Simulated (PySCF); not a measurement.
C3H5NO2.

```xyz
11

C      1.3212    -0.1036     0.2166
N      0.8986     1.0778     0.0573
C     -0.4974     1.2567    -0.2438
O     -1.1624     0.0539    -0.6014
C     -0.8200    -0.9642     0.2691
O      0.5765    -1.2321     0.2242
H      2.3857    -0.3211     0.3753
H     -0.5984     1.9263    -1.1104
H     -0.9972     1.7324     0.6234
H     -1.3339    -1.8832    -0.0396
H     -1.0821    -0.7068     1.3163
```

The structure is a stationary point at ωB97X-D3(BJ)/def2-SVP. Other conformers were not sampled.

These are PySCF with PBE/pcSseg-1 values and carry that method's errors. Non-relativistic, no solvent.

**Question.** Give the absolute GIAO shielding of each atom: isotropic value and principal components (ppm). (Estimate from the structure and the level; the computed values follow.)

**Answer.** 
```
atom  σ(iso)     σ11    σ22    σ33   span
----  ------  ------  -----  -----  -----
C1      29.3   -62.2   61.2   89.1  151.3
N2     -11.4  -174.9  -68.6  209.3  384.2
C3      96.8    78.0   90.8  121.6   43.5
O4     234.6   166.3  230.7  306.9  140.6
C5      85.3    64.5   84.2  107.3   42.8
O6     131.6   -11.6  119.0  287.2  298.8
H7      24.2    20.4   24.8   27.6    7.3
H8      26.0    22.5   25.4   30.2    7.8
H9      26.0    22.4   25.5   30.2    7.8
H10     26.0    22.3   25.5   30.1    7.8
H11     25.8    21.9   26.0   29.5    7.7
```
